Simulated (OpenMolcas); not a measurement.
# Tc4+: moving the ligands

Tc4+ with its 6 nearest fluoride ions at 1.902 Å, on the Ge site of Cs2GeF6 (a = 9.021 Å, distance in the model lattice 1.804 Å). The rest of the host is ab initio model potentials to 7.6 Å and point charges beyond; the distance is set by hand and nothing relaxes. Ligand basis ANO-RCC-VDZP.

* Program: OpenMolcas 26.06
* Method: SS-CASPT2, IPEA 0.25 Eh, imaginary shift 0.1 Eh (closed shells correlated: 4s 4p and the ligand valence shells)
* Basis: ANO-RCC-VTZP [7s6p4d2f1g]
* Scalar Hamiltonian: DKH2, point nucleus
* Active space: 3 electrons in 5 orbitals (4d)
* State averaging: 2S+1 = 4 even, 10 roots; 2S+1 = 2 even, 40 roots
* Spin-orbit coupling: RASSI with atomic mean-field integrals over the reference wave functions

Runs around this geometry, states (labels of O, the rotations of Oh). Energies in cm-1 above the lowest state or level, χT in cm3 K/mol.

```json
{"R (Å)": "1.804", "Ground state": "4A2", "First state of that spin": "4T2 42790", "First gap with spin-orbit (degeneracies)": "10510 (4, 4)", "χT at 300 K": "1.801", "First state of another spin": "2T1 10600"}
{"R (Å)": "1.902", "Ground state": "4A2", "First state of that spin": "4T2 35080", "First gap with spin-orbit (degeneracies)": "10620 (4, 4)", "χT at 300 K": "1.782", "First state of another spin": "2T1 10730"}
{"R (Å)": "1.955", "Ground state": "4A2", "First state of that spin": "4T2 31880", "First gap with spin-orbit (degeneracies)": "10610 (4, 4)", "χT at 300 K": "1.772", "First state of another spin": "2T1 10730"}
```

Taking the first state of the same spin as R^-n, n = -ln(31880 / 42790) / ln(1.955 / 1.804) = 3.7 between the shortest and longest distance.

Roots that are degenerate in the reference are averaged as groups; the widest CASPT2 spread within a group is 750 cm-1 (the 3-fold group of multiplicity 2 near 88900 cm-1 above the lowest state of its run, R = 1.955). Shifts and gaps below about the spread of the groups concerned are not significant. Over all roots computed the reference weight is 0.70 to 0.71 in R = 1.804, 0.70 to 0.71 in R = 1.902, 0.69 to 0.70 in R = 1.955; a low but even weight reflects the number of correlated electrons. Ligand-to-metal charge-transfer states are missing. With no ligand orbital active B as a rule stays too high, so bands that hang on it stand too high and its fall with covalency is understated. With one d shell and no ligand orbital active, 10Dq can be off by a tenth or more. The least metal-like active orbital is 76 % on the metal (Löwdin) and no ligand orbital is active, so the numbers are rough (holds for R = 1.804). The least metal-like active orbital is 77 % on the metal (Löwdin) and no ligand orbital is active, so the numbers are rough (holds for R = 1.902; R = 1.955). No measured value stands beside these numbers; the geometry was set by hand and not optimised.
